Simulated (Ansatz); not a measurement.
The cluster Cu₂O⁻. Charge -1, multiplicity 2. Geometry r2SCAN-D4/def2-TZVP, that of the neutral singlet; atoms count from 1.

```tsv
atom	x (Å)	y (Å)	z (Å)
Cu1	-0.400	-0.890	0.853
Cu2	-0.031	0.296	-1.261
O3	0.431	0.594	0.409
```

The highest occupied level of the charge -1 doublet lies above zero (up to 0.45 eV). By energy differences its removal costs 1.03 eV (vertical, to the charge 0 singlet, at PBE0-D4/def2-TZVPD); a positive level beside a positive removal energy at the same level points to self-interaction error. The structure comes from a short search, and lower isomers may exist.

Problem. Estimate the Mulliken populations from the PBE0/def2-TZVPD orbitals of Ansatz.

Solution. 
| atom | charge (e) | spin (α − β) | d electrons |
| --- | --- | --- | --- |
| Cu1 | 0.00 | 0.48 | 9.76 |
| Cu2 | 0.00 | 0.48 | 9.76 |
| O3 | -0.99 | 0.04 | – |
Mulliken values and Mayer orders depend strongly on the basis. With diffuse functions, as here, like atoms can get unlike values, and bond orders can come out too low or too high.

Problem. Where does the spin sit?

Solution. Summed by element: Cu 0.96, O 0.04, of 1 unpaired in all. Largest on single atoms: Cu1 0.48, Cu2 0.48, O3 0.04.

Problem. And the Mayer bond orders between bonded heavy atoms (over 0.3)?

Solution. Cu1–Cu2 0.98 (2.45 Å); Cu1–O3 0.60 (1.76 Å); Cu2–O3 0.60 (1.76 Å).
